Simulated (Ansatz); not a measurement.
CH₄AlCl₃O (`C[OH+][Al-]([Cl])([Cl])[Cl]`). Total charge 0; spin multiplicity 1. All single points use the PBE0-D4/def2-TZVP geometry. It is one conformer, not always the lowest.

```xyz
10

C     1.000   -1.042    0.038
O     0.593    0.337    0.133
Al   -1.236    0.890    0.048
Cl   -1.927   -0.110   -1.677
Cl   -0.874    2.956   -0.163
Cl   -2.001    0.164    1.866
H     2.030   -1.128    0.382
H     0.888   -1.397   -0.986
H     0.341   -1.598    0.701
H     1.188    0.929   -0.343
```

**Question.** What is the dipole moment at ωB97M-V/def2-TZVPP? (An estimate is asked.)

**Answer.** Ansatz gave: 6.09 D, with components (5.58, -2.40, -0.45) D in this frame, pointing from negative to positive charge.

**Question.** And with PBE, r2SCAN, B3LYP? (Estimate.)

**Answer.** Ansatz gave: PBE 5.90 D, r2SCAN 6.07 D, B3LYP 6.06 D.

**Question.** Give the Mulliken charges with ωB97M-V, r2SCAN, PBE in def2-TZVPP. (Best estimate.)

**Answer.** The calculation gave: 
```json
{"atom": "C1", "ωB97M-V": "-0.20", "r2SCAN": "-0.04", "PBE": "-0.17"}
{"atom": "O2", "ωB97M-V": "-0.11", "r2SCAN": "-0.12", "PBE": "-0.07"}
{"atom": "Al3", "ωB97M-V": "0.41", "r2SCAN": "0.50", "PBE": "0.40"}
{"atom": "Cl4", "ωB97M-V": "-0.26", "r2SCAN": "-0.29", "PBE": "-0.26"}
{"atom": "Cl5", "ωB97M-V": "-0.26", "r2SCAN": "-0.29", "PBE": "-0.26"}
{"atom": "Cl6", "ωB97M-V": "-0.25", "r2SCAN": "-0.28", "PBE": "-0.25"}
{"atom": "H7", "ωB97M-V": "0.15", "r2SCAN": "0.09", "PBE": "0.13"}
{"atom": "H8", "ωB97M-V": "0.16", "r2SCAN": "0.11", "PBE": "0.14"}
{"atom": "H9", "ωB97M-V": "0.15", "r2SCAN": "0.10", "PBE": "0.13"}
{"atom": "H10", "ωB97M-V": "0.21", "r2SCAN": "0.22", "PBE": "0.21"}
```

B3LYP here is the variant with VWN-RPA as its local correlation; programs differ in this.
